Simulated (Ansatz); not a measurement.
BBrClH3Si, SMILES `Cl[SiH2]BBr`. Charge 0, multiplicity 1.

```xyz
7

Cl   -1.714   -1.840    0.045
Si   -0.612   -0.167    0.536
B     0.849    0.175   -0.800
Br    1.939    1.698   -0.494
H    -0.028   -0.382    1.885
H    -1.538    0.993    0.591
H     1.104   -0.477   -1.763
```

Question: List the harmonic frequencies (cm⁻¹, unscaled) at PBE0-D4/def2-TZVP in Ansatz. (Estimate.)

Answer: Computed: 31, 96, 165, 380, 540, 608, 668, 750, 760, 821, 919, 1020, 2225, 2231, 2671.

Question: Is this a minimum?

Answer: Yes, all 15 modes are real.

Question: Give the ideal-gas thermochemistry at 298.15 K and 1 bar (rigid rotor, harmonic oscillator; point group Cs, symmetry number 1).

Answer: Zero-point energy 83.1 kJ/mol; H(298) − E = 101.9 kJ/mol; entropy 352.6 J/(mol·K), of which translation 171.9, rotation 117.5, vibration 63.2; G(298) − E = -3.3 kJ/mol. Modes under 100 cm⁻¹ are hindered rotations or soft bends, so the harmonic entropy is rough.

Question: And at 400, 500, 600, 800 and 1000 K?

Answer: 
| T (K) | H − E (kJ/mol) | S (J/mol/K) | G − E (kJ/mol) |
| --- | --- | --- | --- |
| 400 | 111.7 | 380.8 | -40.7 |
| 500 | 122.4 | 404.7 | -80.0 |
| 600 | 134.0 | 425.8 | -121.5 |
| 800 | 158.9 | 461.7 | -210.4 |
| 1000 | 185.6 | 491.4 | -305.8 |
